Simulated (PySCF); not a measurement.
# Reading the logs of faulty runs: BH5NSi

These are calculations, not measurements. They come from PySCF 2.14.0, an open-source quantum chemistry program, on an isolated molecule that a program drew, which may never have been made. The molecule is BH5NSi (charge 0, doublet), drawn as the SMILES string `NB[SiH2]`.

Each row is a Hartree-Fock (HF) and frozen-core CCSD(T) single point in the cc-pV(D+d)Z basis, meant for a local HF minimum. Run 1 is clean. Each other run has one planted mistake out of seven kinds, and not every kind appears here: one electron removed, one electron added, multiplicity raised by two, geometry at a saddle point, minimal basis STO-3G, one bond length entered in bohr, all coordinates scaled. The reference is restricted for singlets and unrestricted otherwise, and also for a bond in bohr. Adding or removing an electron swaps singlet and doublet. Electrons count all cores. HOMO and LUMO are orbital energies over both spins, the gradient is its largest component, and the lowest frequency (negative if imaginary) is given only where the gradient is small. Bond lengths are over the 7 bonds as drawn. T1 is the CCSD diagnostic: over 0.02 (restricted) or 0.045 (unrestricted) a single reference is doubtful.

Geometry of the clean run:
```xyz
8
BH5NSi, angstrom
N    -0.6093    1.9257   -1.2371
B    -0.1200    0.7047   -1.6860
Si   -1.1964   -1.0060   -1.5432
H    -0.1005    2.7799   -1.3390
H    -1.4899    2.0404   -0.7798
H     0.9581    0.6881   -2.2193
H    -2.3083   -1.0129   -0.5551
H    -0.4164   -2.2612   -1.4168
```

```
run  electrons  basis functions  <S^2>  HOMO (eV)  LUMO (eV)  gradient (hartree/bohr)  lowest frequency (cm^-1)  mean bond (Å)  longest bond (Å)      T1  HF (hartree)  CCSD(T) (hartree)             mistake
  1         31               76  0.762      -8.21       1.42                  5.1e-06                       175         1.3697             2.026  0.0166    -370.98082         -371.37920            no fault
  2         32               76  0.000      -0.15       8.89                  4.8e-02                         -         1.3697             2.026  0.0169    -370.95427         -371.38504  one electron added
  3         31               76  0.768      -7.51       1.56                  1.9e-05                      -455         1.3634             1.999  0.0158    -370.97744         -371.37780                   ?
  4         31               76  0.762      -8.28       1.35                  2.4e-02                         -         1.4108             2.087  0.0176    -370.97491         -371.37665                   ?
```

**Which mistake was planted in run 3, and what did it cost?**

The gradient is small, so the point is stationary, but the lowest frequency is imaginary (-455 cm^-1). So the mistake is: geometry at a saddle point. Subtracting run 1 and multiplying by 627.51 kcal/mol a hartree, the energy moved by 2.1 kcal/mol in HF and 0.9 kcal/mol in CCSD(T).

**Which mistake was planted in run 4, and what did it cost?**

The mean and the longest bond both change by the same factor, 1.030, and the gradient is no longer small. So the mistake is: all coordinates scaled. Subtracting run 1 and multiplying by 627.51 kcal/mol a hartree, the energy moved by 3.7 kcal/mol in HF and 1.6 kcal/mol in CCSD(T).

